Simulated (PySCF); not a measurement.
Write Cartesian coordinates for `[NH2][W]([NH2])(=[O])=[O]` (WO2(NH2)2) as optimised with PBE0-D3(BJ)/def2-SVP. (Singlet state.)

```
atom  x, y, z in Å
W1     0.539   -0.007    0.369
O2     0.488    0.004    2.081
O3     2.125   -0.015   -0.274
N4    -0.347    1.606   -0.269
H5    -0.090    2.093   -1.123
H6    -1.053    2.119    0.250
N7    -0.358   -1.622   -0.247
H8    -1.065   -2.124    0.281
H9    -0.107   -2.125   -1.094
```

Orientation and origin are arbitrary. Atoms count from 1 in this order. W1 (tungsten bonded to 2 N and 2 O) is distorted tetrahedral (angles from 107.6° to 113.8°). N4 (nitrogen bonded to W and 2 H) is planar (angles 124.6°, 123.9° and 111.2°, sum 359.7°, 0.04 Å off the plane of its three neighbours).

Bonds between heavy atoms (Å): W1–O2 1.712, W1–O3 1.711, W1–N4 1.947, W1–N7 1.948.

Level of theory: PBE0-D3(BJ)/def2-SVP geometry optimisation, gas phase, def2 core potentials past Kr in PySCF 2.14.0.

Point group: C2v (tolerance 0.08 Å). Whether it is a minimum is left open (no frequencies). Torsions: O2–W1–N4–H 148° and -25°, O2–W1–N7–H 25° and -148°.

Time: 59 s wall; peak memory 0.42 GiB. Hardware: one thread, Arm Neoverse V1 (aarch64), shared host with 32 logical CPUs at a one-minute load of 28. These figures are those of the optimisation.
